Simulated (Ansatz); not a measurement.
`F[CH]([SiH3])[GeH3]` → C• + F• + Ge• + 7 H• + Si•  (atomization)

Calculated with Ansatz (gas phase, PBE0-D4/def2-TZVP geometries, no zero-point term in ΔE). CCSD(T)/CBS adds triple-zeta CCSD(T) − MP2 to the extrapolated MP2 energy (def2 sets, frozen cores). This one scheme is used for every species, atoms too. Functionals use def2-TZVPP. B3LYP here is the variant with VWN-RPA as its local correlation; programs differ in this. No spin–orbit coupling; open shells (•) take unrestricted orbitals. Spin–orbit coupling would lower the free atoms: a little for C, F, Si; clearly for Ge. Bonds to Ge are less sure, by a few kJ/mol each and by 10 to 20 or more in all where they break to atoms, as the def2 sets lack core-valence functions. Scalar relativity is left out up to krypton.

`F[CH]([SiH3])[GeH3]`:

```xyz
11

F     0.753   -0.651   -1.689
C    -0.121   -0.477   -0.605
Si    0.700   -1.123    0.971
Ge   -0.650    1.430   -0.525
H    -1.024   -1.063   -0.814
H     1.905   -0.312    1.279
H    -0.284   -0.990    2.078
H     1.086   -2.548    0.811
H    -1.229    1.846   -1.886
H     0.579    2.289   -0.192
H    -1.714    1.598    0.572
```

| level | ΔE (kJ/mol) | difference from CCSD(T)/CBS |
| --- | --- | --- |
| PBE-D4 | 3369.7 | -10.1 |
| r2SCAN-D4 | 3370.4 | -9.4 |
| PBE0-D4 | 3334.6 | -45.2 |
| B3LYP-D4 | 3358.0 | -21.8 |
| ωB97X-V | 3394.3 | 14.5 |
| ωB97M-V | 3363.8 | -16.0 |
| B2PLYP | 3320.0 | -59.8 |
| PBE | 3347.7 | -32.1 |
| r2SCAN | 3365.1 | -14.7 |
| PBE0 | 3316.0 | -63.8 |
| B3LYP | 3322.6 | -57.2 |
| HF/def2-TZVPP | 2480.8 | -899.0 |
| MP2/def2-TZVPP | 3301.0 | -78.8 |
| SCS-MP2/def2-TZVPP | 3315.5 | -64.3 |
| CCSD/def2-TZVPP | 3265.8 | -114.0 |
| CCSD(T)/def2-TZVPP | 3304.6 | -75.2 |
| HF/def2-QZVPP | 2484.0 | -895.8 |
| MP2/def2-QZVPP | 3345.3 | -34.5 |
| SCS-MP2/def2-QZVPP | 3366.7 | -13.1 |
| HF/CBS(def2) | 2484.6 | -895.2 |
| MP2/CBS(def2) | 3376.2 | -3.6 |
| CCSD/CBS(def2) | 3341.1 | -38.7 |
| CCSD(T)/CBS | 3379.8 | 0 |

Largest T1 diagnostic among the species: 0.012.

In def2-TZVPP, CCSD(T) changes the Hartree–Fock value by +823.8 kJ/mol (the triples alone add +38.8 kJ/mol) and MP2 by +820.2 kJ/mol; breaking electron pairs costs correlation energy, which Hartree–Fock lacks. The D4 term adds +35.5 kJ/mol with B3LYP and +18.6 kJ/mol with PBE0; it sums over pairs of atoms, weighted by their polarisabilities, and B3LYP, whose exchange is more repulsive, gets the larger term. From PBE to PBE0 (25 % exact exchange), in def2-TZVPP and without D4, ΔE moves by −31.7 kJ/mol: exact exchange takes away binding that semilocal exchange gives to molecules.

For atomizations the MP2-based limit and the directly extrapolated one differ by several kJ/mol either way, and by 10 to 25 for some Ge, Se and Sn compounds, so smaller differences from it don't rank the levels.
